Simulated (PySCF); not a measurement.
## C₆ coefficients of unlike pairs at PBE0

Calculated with PySCF 2.14 from the dipole response of each species, C₆(A,B) = (3/π) ∫ α_A(iu) α_B(iu) du, in atomic units, from isotropic polarisabilities. For ions this is the dispersion term alone; charge-induced terms of lower order in 1/R come first.

| species | configuration | basis | relativity | α (bohr³) | C₆ (like pair) |
| --- | --- | --- | --- | --- | --- |
| Zr³⁺ | [Kr] 4d1 (2D) | aug-cc-pVTZ-PP with one added diffuse shell each of s, p, d, f, g type with ECP28MDF (7s7p6d4f3g) | core potential | 5.635 | 22.90 |
| Cu | [Ar] 3d10 4s1 (2S) | aug-cc-pwCVTZ-DK with one added diffuse shell each of s, p, d, f, g type (11s10p8d5f4g) | spin-free X2C | 45.66 | 295.7 |
| N⁺ | [He] 2s2 2p2 (3P) | aug-cc-pwCVTZ (7s6p4d2f) | none | 3.876 | 8.348 |
| Ar²⁺ | [Ne] 3s2 3p4 (3P) | aug-cc-pV(T+d)Z with one added diffuse shell each of s, p, d, f type (7s6p5d3f) | none | 4.798 | 16.83 |

Q: Estimate C₆ for Ar²⁺ with N⁺.

A: The integral gives 11.79. The combination rule 2 C_A C_B / (C_A α_B/α_A + C_B α_A/α_B) gives 11.74 and the geometric mean 11.85.

No spin-orbit coupling is included.

The other pairs:

```csv
pair,C₆
"Ar²⁺, Zr³⁺",19.58
"Ar²⁺, Cu",57.37
"Cu, Zr³⁺",66.35
"N⁺, Zr³⁺",13.69
"N⁺, Cu",42.75
```
